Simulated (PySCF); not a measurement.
## The 6-electron isoelectronic series, spin-free X2C

Calculated with PySCF 2.14 from differences of total energies of unrestricted determinants, without spin-orbit coupling. Each ion has its own even-tempered basis scaled to its charge (18s13p5d5f4g for the first); frozen: nothing. Ionisation energies in eV, correlation energies of the ion in mhartree.

```csv
ion,configuration,UHF,LDA,PBE,PBE0,r2SCAN,MP2 (all electrons),E_corr MP2,"NIST (with spin-orbit, Breit and QED)"
W⁶⁸⁺,[He] 2s2 2p2 (3P),17484.0,17475.4,17481.4,17482.3,17488.0,17484.1,-252.7,18476 ± 4 (s)
Re⁶⁹⁺,[He] 2s2 2p2 (3P),18007.2,17998.4,18004.6,18005.5,18011.3,18007.3,-253.7,19000 ± 50 (t)
Os⁷⁰⁺,[He] 2s2 2p2 (3P),18539.2,18530.2,18536.5,18537.4,18543.3,18539.3,-254.6,19600 ± 60 (t)
Ir⁷¹⁺,[He] 2s2 2p2 (3P),19079.9,19070.7,19077.2,19078.1,19084.1,19080.0,-255.5,20210 ± 60 (t)
Pt⁷²⁺,[He] 2s2 2p2 (3P),19629.5,19620.2,19626.8,19627.7,19633.8,19629.6,-256.6,20840 ± 70 (t)
Au⁷³⁺,[He] 2s2 2p2 (3P),20188.0,20178.5,20185.3,20186.2,20192.4,20188.2,-257.7,21470 ± 90 (t)
Hg⁷⁴⁺,[He] 2s2 2p2 (3P),20755.6,20745.9,20752.8,20753.8,20760.0,20755.8,-258.8,22120 ± 90 (t)
Tl⁷⁵⁺,[He] 2s2 2p2 (3P),21332.2,21322.4,21329.4,21330.4,21336.8,21332.4,-260.1,22780 ± 100 (t)
Pb⁷⁶⁺,[He] 2s2 2p2 (3P),21918.0,21908.0,21915.1,21916.1,21922.6,21918.2,-261.3,23460 ± 110 (t)
Bi⁷⁷⁺,[He] 2s2 2p2 (3P),22513.0,22502.8,22510.1,22511.1,22517.7,22513.3,-262.6,24150 ± 120 (t)
```

Each ion has its own basis, which adds noise of up to about 0.1 % along the series.

NIST values marked (s) are semi-empirical, (t) theoretical. Open shells are high-spin determinants of the terms that Hund's rules give.

Spin-orbit coupling of the open shells is absent from the calculated values and included in NIST's; it grows fast with Z.

At high Z the X2C-1e correlation energies are inflated by the missing two-electron picture change in the 1s pairs.
